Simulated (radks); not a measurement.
Q: Coherent X-ray form factor from a spherical all-electron density. Calculated with a radial shooting solver on a logarithmic mesh with Libxc functionals: Dirac Kohn-Sham, PBEsol, spin-unpolarised, spherical densities, point nucleus.

sin(theta)/lambda (1/angstrom),f0 (electrons)
0.05,77.931
0.1,75.109
0.15,71.318
0.2,67.213
0.25,63.166
0.3,59.346
0.4,52.580
0.5,46.933
0.6,42.189
0.8,34.539
1,28.512
1.25,22.826
1.5,18.978
2,14.777

The species is in the configuration that NIST lists as its ground one. Which atom or ion scatters so?

A: Neutral gold, [Xe] 4f14 5d10 6s1. Extrapolating in s^2 from the first two rows gives f0(0) = 78.9, near the electron count 79; among species with that count, the fall with angle is slower the higher Z, and the table is that of Z = 79; from so few rows the species is fixed only to a neighbour or two.
